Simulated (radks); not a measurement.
Q: I3+, configuration [Kr] 4d10 5s2 5p1 6s1 (not the ground configuration). Method: Dirac Kohn-Sham, exchange-only PBE, spin-unpolarised, spherical densities, finite nucleus; open shells fill j = l - 1/2 first; Fermi nuclear charge, rms radius 4.75 fm; computed with a radial shooting solver on a logarithmic mesh with Libxc functionals. Some entries of the table are withheld. Estimate them.

| orbital | occ. | eigenvalue (eV) | <r^2> (bohr^2) | r(max) (bohr) |
|---|---|---|---|---|
| 1s1/2 | 2 | -32996.08 | 0.001005 | 0.01754 |
| 2s1/2 | 2 | -5126.840 | 0.01613 | 0.09925 |
| 2p1/2 | 2 | -4812.798 | 0.01193 | 0.07613 |
| 2p3/2 | 4 | -4514.008 | 0.01321 | 0.08092 |
| 3s1/2 | 2 | -1063.192 | 0.1127 | 0.2858 |
| 3p1/2 | 2 | -933.3157 | 0.1074 | 0.2723 |
| 3p3/2 | 4 | -877.0903 | 0.1155 | 0.2829 |
| 3d3/2 | 4 | -648.1862 | 0.09721 | 0.2299 |
| 3d5/2 | 6 | -636.3601 | 0.09956 | 0.2330 |
| 4s1/2 | 2 | -215.8197 | 0.6179 | 0.6806 |
| 4p1/2 | 2 | -170.4685 | 0.6790 | 0.6984 |
| 4p3/2 | 4 | -159.4823 | 0.7290 | 0.7226 |
| 4d3/2 | 4 | -86.4822 | 0.9629 | 0.7723 |
| 4d5/2 | 6 | -84.7483 | 0.9861 | 0.7808 |
| 5s1/2 | 2 | -48.8692 | 3.661 | (1) |
| 5p1/2 | 1 | (2) | (3) | 1.816 |
| 5p3/2 | 0 | (4) | (5) | 1.879 |
| 6s1/2 | 1 | -18.8073 | 16.64 | 3.681 |

A: 
(1) 5s1/2 r(max) (bohr): 1.637
(2) 5p1/2 eigenvalue (eV): -37.4522
(3) 5p1/2 <r^2> (bohr^2): 4.653
(4) 5p3/2 eigenvalue (eV): -35.9228
(5) 5p3/2 <r^2> (bohr^2): 4.967
